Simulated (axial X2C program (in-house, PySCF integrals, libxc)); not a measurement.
**Spectroscopic constants of AlGa**

All values were computed with an axial X2C code built on PySCF integrals. Spin-free means the one-electron spin-free X2C Hamiltonian; two-component (2c) means X2C with spin–orbit coupling and atomic mean-field two-electron Coulomb terms, the Gaunt term switched off, so the difference of the two also holds small scalar two-electron terms. Basis: Ga dyall-v3z [9s9p7d1f], Al dyall-v3z [8s8p2d1f] (cores contracted in-house); Gaussian nuclei, density fitting, unrestricted open shells. Masses: Ga 68.926 u, Al 26.982 u.

Input:
```json
{"zs": [31, 13], "q": 0, "bas": ["dyall-v3z", "dyall-v3z"], "levels": ["PBE0", "HF", "B3LYP", "TPSSh"], "cc": false, "r0": 2.5, "npts": 10, "nst": 2, "ntry": 6, "opt": {"gaunt": 0}}
```
```bash
python so2c.py task.json out
```

Keys: zs atomic numbers; q charge; bas basis sets; levels methods; cc coupled cluster on or off; r0 starting distance in Å; npts points on the curve; nst determinants followed; ntry starts of the search; gaunt Gaunt term on or off. HF also brings MP2.

State, spin-free: M_S = 1, Λ = 0 (beyond evenly filled blocks: π+α, π-α); electrons by block: σα: 11, σβ: 11, π+α: 5, π+β: 4, π-α: 5, π-β: 4, δ+α: 1, δ+β: 1, δ-α: 1, δ-β: 1. Fragments: Ga + Al.

State, 2c: Ω = 1 (⟨Sz⟩ = 1.00, ⟨Lz⟩ = 0.00 at PBE0); electrons by block: 1/2: 15, -1/2: 16, 3/2: 6, -3/2: 5, 5/2: 1, -5/2: 1. Fragments: Ga + Al.

```json
{"Hamiltonian": "spin-free", "level": "PBE0", "Re (Å)": "2.451", "ωe (cm⁻¹)": "285.7", "Be (cm⁻¹)": "0.1447", "De (eV)": "1.41", "D0 (eV)": "1.39", "k (mdyn/Å)": "0.932", "μ (D)": "0.02"}
{"Hamiltonian": "spin-free", "level": "HF", "Re (Å)": "2.493", "ωe (cm⁻¹)": "247.5", "Be (cm⁻¹)": "0.1399", "De (eV)": "0.415", "D0 (eV)": "0.400", "k (mdyn/Å)": "0.7", "μ (D)": "0.03"}
{"Hamiltonian": "spin-free", "level": "B3LYP", "Re (Å)": "2.478", "ωe (cm⁻¹)": "265.0", "Be (cm⁻¹)": "0.1415", "De (eV)": "1.19", "D0 (eV)": "1.17", "k (mdyn/Å)": "0.802", "μ (D)": "0.15"}
{"Hamiltonian": "spin-free", "level": "TPSSh", "Re (Å)": "2.443", "ωe (cm⁻¹)": "286.7", "Be (cm⁻¹)": "0.1457", "De (eV)": "1.43", "D0 (eV)": "1.41", "k (mdyn/Å)": "0.939", "μ (D)": "-0.05"}
{"Hamiltonian": "2c", "level": "PBE0", "Re (Å)": "2.451", "ωe (cm⁻¹)": "284.8", "Be (cm⁻¹)": "0.1447", "De (eV)": "n/a", "D0 (eV)": "n/a", "k (mdyn/Å)": "0.927", "μ (D)": "0.03"}
{"Hamiltonian": "2c", "level": "TPSSh", "Re (Å)": "2.443", "ωe (cm⁻¹)": "286.5", "Be (cm⁻¹)": "0.1457", "De (eV)": "n/a", "D0 (eV)": "n/a", "k (mdyn/Å)": "0.937", "μ (D)": "-0.05"}
```

Dipoles are positive if Al is the positive end.

De is counted from the lowest determinant-based energies of the atoms at the same level, without counterpoise correction. De is not given where an atomic determinant may have missed its ground term or J level, or where the truncated virtual space spoils (T). Density functionals use the spin component along the axis (collinear). The functionals have no current-density term, which raises determinants with orbital currents, atoms included. The state is one determinant with fixed occupations, lowest in a PBE0 search at one distance only: followed along the bond, the spin-free determinant M_S = 1, Λ = 1 reaches 0.03 eV lower at PBE0, at Re = 2.710 Å, so the state shown is not the lowest. With several unpaired electrons one determinant need not be a pure state. Open-shell Ω = 0 determinants with evenly filled partner blocks cannot be reached by this program, so the Ω shown need not be the lowest component. This is the Ω = 1 component of a π² triplet; the 0⁺ component is not one determinant and can lie lowest. Some points did not converge and are left out. The determinant is spin-polarised beyond a pure state at some levels (its spin-free form has ⟨S²⟩ too high), which makes Re and μ there less reliable.

No reliable constants came from B3LYP (2c), HF (2c), MP2 (2c), MP2 (spin-free): no minimum in range, unconverged points, a curve that is not smooth, a change of character along it, or the two Hamiltonians disagreeing along it.

Rough cost a point (2c) on 1 thread(s) of a shared host, integrals apart: PBE0 1.7 s, TPSSh 1.2 s.
